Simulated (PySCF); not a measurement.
Si(OH)2(PH2)2 (H₆O₂P₂Si), SMILES [Si](P)(P)(O)O. Atoms are numbered in the order given.

```xyz
11

O     -0.8270    -0.8377     1.5037
Si    -0.1694    -0.3359     0.0549
O     -0.3529    -1.4813    -1.1460
P      2.0804    -0.1385     0.2270
P     -1.2369     1.6274    -0.3331
H     -0.4576    -1.6466     1.8812
H     -1.2547    -1.6461    -1.4492
H      2.2181     0.4523    -1.0664
H      1.9992     1.1171     0.9044
H     -2.4964     1.0006    -0.6004
H     -0.8498     1.6428    -1.7096
```

Geometry optimised at B3LYP-D3(BJ)/def2-SVP. This is a generated structure with no PubChem entry under its InChIKey; it may be hypothetical. One conformer was computed; it need not be the lowest.

Two levels are set side by side: PBE/pcSseg-1 (PySCF) and B3LYP/pcSseg-1 (PySCF). GIAO shifts against H2O (¹⁷O), PH3 (³¹P), TMS (²⁹Si), TMS (¹H) at the same level; non-relativistic, no solvent, atoms listed together averaged. Differences are taken from unrounded values.

```json
[
 {"quantity": "δ(²⁹Si) of Si2 (ppm)", "B3LYP": "26.3"},
 {"quantity": "δ(¹H) of H6, H7 (ppm)", "B3LYP": "2.27"}
]
```

What does PBE give, and how far is it from B3LYP? (Estimate from the structure and the level; the computed values follow.)


```csv
quantity,PBE,PBE minus B3LYP
δ(²⁹Si) of Si2 (ppm),27.4,1.1
"δ(¹H) of H6, H7 (ppm)",2.29,0.02
```

Rough cost on one machine, each run with all the roots and properties that it gave: B3LYP against PBE within a factor of 2.
